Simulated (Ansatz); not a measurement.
One molecule, several partners

SiH₄ beside different partners, each pair relaxed from a docking trial to one local arrangement, named by its closest contact against the van der Waals radii; a more strongly bound one may exist. Pairs that react, share a proton or have a doubtful reference are left out. Counterpoise interaction energies from the frozen fragments; negative means bound. Gas-phase electronic energies, without zero-point energy, by CCSD(T) at an estimated basis limit (MP2 extrapolated from triple and quadruple zeta, plus CCSD(T) − MP2 in triple zeta); Ansatz 0.2.0, def2-TZVPPD and QZVPPD, frozen cores, on PBE0-D4/def2-TZVP structures. Extrapolation: Hartree–Fock as exp(−7.88 √X), correlation as X^−2.97.

| partner | closest contact, atom of SiH₄ first (Å) | Hartree–Fock limit (kcal/mol) | interaction energy (kcal/mol) |
| --- | --- | --- | --- |
| SiH₄ | Si···Si 4.02 | 0.91 | -0.97 |
| N₂ | Si···N 3.59 | 0.25 | -0.62 |
| HBr | Si···Br 3.94 | 0.57 | -1.01 |
| NH₄⁺ | H···H 1.56 | -4.91 | ? |
| SiH₄O (SMILES [SiH3]O) | Si···Si 4.03 | 0.99 | -1.05 |

Task: What is the interaction energy with NH₄⁺? (Judge from chemistry; the value comes from the calculation.)

Result: Computed: -7.15 kcal/mol. It counts from the two fragments frozen as in the pair.

No T1 diagnostic of these runs exceeds 0.014. The filled d shells of Br are correlated in sets not built for that, so values that involve them are less sure.

For scale, one of the runs: CCSD(T)/def2-TZVPPD, 272 basis functions, launched by `ansatz run in.yaml --threads 4 --pin off --events-out ev --progress --plain --max-ram 9574MiB`. The run took 2.6 min on 4 CPU threads of an Arm Neoverse N1 (shared host), with 6.7 GiB of host memory at its peak.
